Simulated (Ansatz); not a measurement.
Program: Ansatz. Geometries: PBE0-D4/def2-TZVP. ΔE: electronic, gas phase. CBS: MP2 limit from def2 TZ/QZ plus the TZ coupled-cluster correction, frozen cores. This one scheme is used for every species. DFT in def2-TZVPP. B3LYP here is the variant with VWN-RPA as its local correlation; programs differ in this.

Reaction (ligand exchange at the Al–C bond): `[AlH2]/[CH]=C/Cl` + H₂S → `[AlH2][SH]` + `C=CCl`

```tsv
level	ΔE (kcal/mol)	difference from CCSD(T)/CBS
r2SCAN-D4	-24.2	0.0
B97M-V	-23.6	0.6
PBE0-D4	-24.2	0.0
CAM-B3LYP-D4	-23.7	0.5
ωB97X-V	-24.0	0.2
ωB97M-V	-23.9	0.3
PBE-QIDH	-24.5	-0.3
PBE0	-24.5	-0.3
B3LYP	-24.0	0.2
BHLYP	-24.6	-0.4
HF/def2-SVP	-25.2	-1.0
CCSD/def2-SVP	-24.1	0.1
SCS-MP2/def2-TZVPP	-23.6	0.6
CCSD/def2-TZVPP	-23.9	0.3
CCSD(T)/def2-TZVPP	-23.6	0.6
MP2/CBS(def2)	-24.2	0.0
CCSD(T)/CBS	-24.2	0
```

Q: What do rigid-rotor, harmonic-oscillator terms from PBE0-D4/def2-TZVP frequencies (298.15 K, 1 bar) make of the CCSD(T)/CBS value? (An estimate is asked.)

A: Ansatz gave: ΔZPE = +2.5 kcal/mol, ΔH = -22.4 kcal/mol, ΔS = 6 J/(mol·K), ΔG = -22.9 kcal/mol.

Largest T1 diagnostic among the species: 0.011.

From BLYP to BHLYP (50 % exact exchange), in def2-TZVPP and without D4, ΔE moves by −1.2 kcal/mol. Leaving LDA and LC-ωPBE aside and taking each functional with its dispersion term where it has one, the values, not all of them listed here, spread over 2.0 kcal/mol, from r2SCAN0-D4 to BLYP-D4.
